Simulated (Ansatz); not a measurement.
`CC[SiH](O)P` and `CC[SiH](O)F` differ in one atom or group.

Ansatz, PBE0-D4/def2-TZVP geometries, multiplicity 1. Each molecule was computed in one conformer, which needn't be the lowest.

```
                                      property  `CC[SiH](O)P`
             HOMO energy (PBE/def2-TZVPP) / eV          -6.11
             LUMO energy (PBE/def2-TZVPP) / eV          -0.84
size of the dipole moment (PBE/def2-TZVPP) / D           2.03
            HOMO energy (PBE0/def2-TZVPP) / eV          -7.24
            LUMO energy (PBE0/def2-TZVPP) / eV           0.04
          HOMO–LUMO gap (PBE0/def2-TZVPP) / eV           7.28
```

(1) What does the change do to each property? (Estimate.)

Answers

(1) Ansatz gave: 
```
                                      property  `CC[SiH](O)F`  shift
             HOMO energy (PBE/def2-TZVPP) / eV          -7.03  -0.92
             LUMO energy (PBE/def2-TZVPP) / eV          -0.23   0.61
size of the dipole moment (PBE/def2-TZVPP) / D           2.12   0.09
            HOMO energy (PBE0/def2-TZVPP) / eV          -8.43  -1.19
            LUMO energy (PBE0/def2-TZVPP) / eV           0.64   0.60
          HOMO–LUMO gap (PBE0/def2-TZVPP) / eV           9.06   1.78
```

With PBE0 the HOMO falls by 1.19 eV and the LUMO rises by 0.60 eV, so the gap widens by about 1.79 eV. PBE moves the HOMO by -0.92 eV and ωB97M-V by -1.36 eV. Dipoles are sizes alone; their direction can turn.
